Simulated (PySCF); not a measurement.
# Bond lengths and vibrations by method: BCClGeH3 cation

All numbers below are calculated, not measured. They come from PySCF 2.14.0, an open-source quantum chemistry program, on an isolated molecule that a program drew, which may never have been made. The molecule is BCClGeH3 cation (charge +1, singlet), drawn as the SMILES string `B=[CH][GeH+][Cl]`.

The geometry was optimised and harmonic frequencies were computed with HF and MP2, all in the cc-pV(D+d)Z basis, for the commonest isotopes, with a restricted reference for singlets and an unrestricted one otherwise, and a frozen core in MP2. Germanium has the cc-pVDZ-PP basis, with a core potential (ECP10MDF) in place of its 10 inner electrons, and its 3s, 3p and 3d shells are frozen in MP2. Each result is a local minimum of its method.

Geometry at the HF minimum:
```xyz
7
BCClGeH3 cation, angstrom
B    -0.2081    0.4819   -2.1027
C     0.3579    1.2599   -1.0729
Ge    0.8810    0.5389    0.5145
Cl    1.7029    1.7740    1.9643
H    -0.6762   -0.1898   -2.9421
H     0.4991    2.3308   -1.2026
H     0.7819   -0.9106    0.9136
```

Lengths of the bonds as drawn, in Å (atoms numbered as above):
```
bond,HF,MP2
B1-C2,1.409,1.420
C2-Ge3,1.820,1.838
Ge3-Cl4,2.074,2.080
B1-H5,1.173,1.183
C2-H6,1.088,1.100
Ge3-H7,1.507,1.518
```

Rotational constants, in GHz:
| constant | HF | MP2 |
|---|---|---|
| A | 16.28 | 16.35 |
| B | 2.008 | 2.002 |
| C | 1.788 | 1.784 |

Harmonic frequencies in cm^-1, each column in rising order, so a row needn't be the same motion in every method:
```
rank    HF   MP2
   1   116   106
   2   128   117
   3   254   215
   4   507   475
   5   532   499
   6   636   595
   7   703   681
   8   761   710
   9   810   742
  10   887     ?
  11  1087   987
  12  1491  1436
  13  2359  2281
  14  2976  2885
  15  3312  3209
```

**Estimate the missing MP2 frequency from the HF column.**

A single factor s that minimises the squared misfit of MP2 against s times HF over the other rows is sum(HF x MP2) / sum(HF^2) = 0.9630, with an rms misfit of 24 cm^-1. For rank 10 it gives 0.9630 x 887 = 854 cm^-1. The calculation gives 835 cm^-1, 19 cm^-1 below the estimate. The drawn bonds are on average 0.8 % longer in MP2 than in HF.
